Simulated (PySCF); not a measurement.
## Te⁻ (tellurium, charge -1) across methods

[Kr] 4d10 5s2 5p5, 2P determinant. All numbers are calculated (PySCF 2.14, the non-relativistic Hamiltonian (point nucleus), in dyall-av2z (22s16p12d, 130 functions)).

```
 method  E (hartree)  mean ε 5s β (eV)  mean ε 5p α (eV)  mean ε 5p β (eV)  Σ⟨r²⟩ (bohr²)   ⟨S²⟩
    UHF  -6611.82361           -11.416            -3.077            -2.103          83.91  0.760
    PBE     -6613.86            -6.795             0.119             0.680          84.82  0.752
r2SCANh     -6614.44            -7.516            -0.459             0.208          83.33  0.755
    LDA     -6608.73            -7.067             0.028             0.563          84.64  0.751
  B97-3     -6614.06            -8.115            -0.773            -0.140          83.61  0.754
 r2SCAN     -6614.42            -6.992            -0.109             0.536          83.55  0.755
LC-wPBE     -6613.78           -11.219            -3.177            -2.509          81.72  0.755
```

Question: Estimate the same row for PBE0.

Answer: E (hartree) = -6614.05; mean ε 5s β (eV) = -8.151; mean ε 5p α (eV) = -0.816; mean ε 5p β (eV) = -0.177; Σ⟨r²⟩ (bohr²) = 83.50; ⟨S²⟩ = 0.753.

A non-relativistic calculation at this Z misses sizeable relativistic shifts.

The highest occupied level is positive at PBE, r2SCANh, LDA, r2SCAN: only the finite basis holds that electron, which in a density functional comes from self-interaction.
